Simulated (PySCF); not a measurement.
**Correlation energy of Tl (thallium, neutral)**

[Xe] 4f14 5d10 6s1 6p1 6d1, one real determinant (an excited configuration). Calculation: PySCF 2.14, in aug-cc-pVTZ-DK3 (9s8p6d3f, 84 functions); scalar relativity by spin-free X2C-1e. Frozen: [Xe] 4f14 5d10; 3 electrons correlated.

```csv
level,correlation energy (mhartree)
CCSD,-9.45
(T),-0.68
CCSD(T),-10.13
```

Diagnostics: T1 = 0.021, D1 = 0.0469, largest double amplitude 0.243.

The real determinant used has ⟨L²⟩ near 8 against 12 for a pure F term, so it mixes terms. Spin-orbit coupling, absent here, splits the open shell strongly. The outer electron is Rydberg-like, and this basis confines it to a smaller radius and binds it less than a complete one would. A double-excitation amplitude exceeds 0.15, a sign of near-degeneracy.

Cost of the coupled-cluster step: roughly 2.1 core-seconds, for 3 correlated electrons.

Iterations:

```
CC2 = 0
CCSD nocc = (np.int64(3), np.int64(0)), nmo = (45, 45)
frozen orbitals [[0, 1, 2, 3, 4, 5, 6, 7, 8, 9, 10, 11, 12, 13, 14, 15, 16, 17, 18, 19, 20, 21, 22, 23, 24, 25, 26, 27, 28, 29, 30, 31, 32, 33, 34, 35, 36, 37, 38], [0, 1, 2, 3, 4, 5, 6, 7, 8, 9, 10, 11, 12, 13, 14, 15, 16, 17, 18, 19, 20, 21, 22, 23, 24, 25, 26, 27, 28, 29, 30, 31, 32, 33, 34, 35, 36, 37, 38]]
max_cycle = 100
direct = 0
conv_tol = 1e-08
conv_tol_normt = 1e-06
diis_space = 8
diis_start_cycle = 0
Init t2, MP2 energy = -0.00525568120115556
Init E_corr(UCCSD) = -0.00525568120259397
cycle = 1  E_corr(UCCSD) = -0.0070871158986806  dE = -0.0018314347  norm(t1,t2) = 0.03145
cycle = 2  E_corr(UCCSD) = -0.00782515405362323  dE = -0.000738038155  norm(t1,t2) = 0.0173231
cycle = 3  E_corr(UCCSD) = -0.00853359096428573  dE = -0.000708436911  norm(t1,t2) = 0.0114006
cycle = 4  E_corr(UCCSD) = -0.00854878535164365  dE = -1.51943874e-05  norm(t1,t2) = 0.00741532
cycle = 5  E_corr(UCCSD) = -0.00871215007567049  dE = -0.000163364724  norm(t1,t2) = 0.00693462
cycle = 6  E_corr(UCCSD) = -0.0090382263216631  dE = -0.000326076246  norm(t1,t2) = 0.00618023
cycle = 7  E_corr(UCCSD) = -0.0091475019138558  dE = -0.000109275592  norm(t1,t2) = 0.00827785
cycle = 8  E_corr(UCCSD) = -0.00952646484685449  dE = -0.000378962933  norm(t1,t2) = 0.00341365
cycle = 9  E_corr(UCCSD) = -0.0094048724913913  dE = 0.000121592355  norm(t1,t2) = 0.000677333
cycle = 10  E_corr(UCCSD) = -0.0094579755380602  dE = -5.31030467e-05  norm(t1,t2) = 0.000347145
cycle = 11  E_corr(UCCSD) = -0.00944920304630166  dE = 8.77249176e-06  norm(t1,t2) = 6.7883e-05
cycle = 12  E_corr(UCCSD) = -0.00944988442391312  dE = -6.81377611e-07  norm(t1,t2) = 1.45386e-05
cycle = 13  E_corr(UCCSD) = -0.00945026778140039  dE = -3.83357487e-07  norm(t1,t2) = 1.93612e-05
cycle = 14  E_corr(UCCSD) = -0.00944995211404449  dE = 3.15667356e-07  norm(t1,t2) = 1.83154e-05
cycle = 15  E_corr(UCCSD) = -0.0094499749787887  dE = -2.28647442e-08  norm(t1,t2) = 1.05565e-05
cycle = 16  E_corr(UCCSD) = -0.00944997043469181  dE = 4.54409689e-09  norm(t1,t2) = 9.61723e-07
UCCSD converged
E(UCCSD) = -20241.41080007951  E_corr = -0.009449970434691812
UCCSD(T) correction = -0.000682149802485215
```

The reference is one real determinant that mixes LS terms of this configuration.
